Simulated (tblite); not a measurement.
Compound: C₂H₇OPSi.
SMILES: `O=[P@@H]1C[C@@H]1[SiH3]`

Computed with GFN2-xTB (tblite): harmonic, unscaled wavenumbers at the GFN2-xTB geometry, gas phase. Errors from tens to a few hundred cm⁻¹ against measured bands are possible. Modes of hydrogen on phosphorus and silicon can be 10 to 20 % off.

Harmonic wavenumbers (cm⁻¹): 75.0, 120.6, 206.6, 300.7, 324.7, 514.3, 548.5, 561.7, 675.9, 698.5, 741.8, 754.5, 780.5, 790.5, 835.4, 881.3, 954.9, 993.9, 1024.3, 1087.3, 1190.2, 1291.6, 1396.6, 2245.2, 2277.9, 2321.2, 2359.3, 3037.0, 3044.2, 3076.0.

A = 5512, B = 2211, C = 1811 MHz; mass 106.000 u (most abundant isotopes); point group C1, symmetry number 1.

Question: Zero-point energy?

Answer: ½Σν̃ = 17555 cm⁻¹ = 50.19 kcal/mol.

Question: What is S at 500 K and 1 bar for an ideal gas of classical rigid rotors and harmonic oscillators?

Answer: Translation 42.49, rotation 28.62, vibration 29.40: S = 100.5 cal/(mol K).

Question: And Cp and H(500 K) − H(0)?

Answer: Cp = 39.89 cal/(mol K), of which vibrations give 31.94 (their classical limit is 30 R = 59.6); H(500 K) − H(0) = 12.04 kcal/mol without the zero-point energy, 8.07 from vibrations.

Question: Blend soft modes into free rotors: weight 1/[1 + (100 cm⁻¹/ν̃)⁴] for the oscillator and the rest for a rotor with moment μB/(μ + B), μ = h/(8π²ν), B = 10⁻⁴⁴ kg m². What vibrational entropy results?

Answer: 28.03 cal/(mol K) in place of 29.40, which changes −T·S at 500 K by +0.68 kcal/mol.

Question: Which modes carry the vibrational entropy at 500 K?

Answer: 75.0 cm⁻¹: 5.04; 120.6 cm⁻¹: 4.10; 206.6 cm⁻¹: 3.05; 300.7 cm⁻¹: 2.34; 324.7 cm⁻¹: 2.19; 514.3 cm⁻¹: 1.38 cal/(mol K); the other 24 give 11.30 together.

Question: What must be added to the electronic energy to get the Gibbs energy at 500 K and 1 bar?

Answer: ZPE + [H(500 K) − H(0)] − T·S = 50.19 + 12.04 − 50.25 = 11.98 kcal/mol.

Question: How do the functions run with temperature in this model?

Answer: 
| T (K) | S (cal/(mol K)) | Cp (cal/(mol K)) | H − H(0) (kcal/mol) | G − H(0) (kcal/mol) | ln q(vib) |
| --- | --- | --- | --- | --- | --- |
| 100 | 62.1 | 13.4 | 1.03 | -5.17 | 0.69 |
| 200 | 73.4 | 20.3 | 2.70 | -11.97 | 2.00 |
| 300 | 83.1 | 28.2 | 5.13 | -19.80 | 3.47 |
| 800 | 121.6 | 49.8 | 25.64 | -71.66 | 11.41 |
| 1000 | 133.2 | 53.9 | 36.03 | -97.17 | 14.34 |

q(vib) and H(0) count from the zero-point level.

Hindered rotation and anharmonicity are outside this model. The structure is chiral; the term R ln 2 for an equal mix with its mirror image is left out.
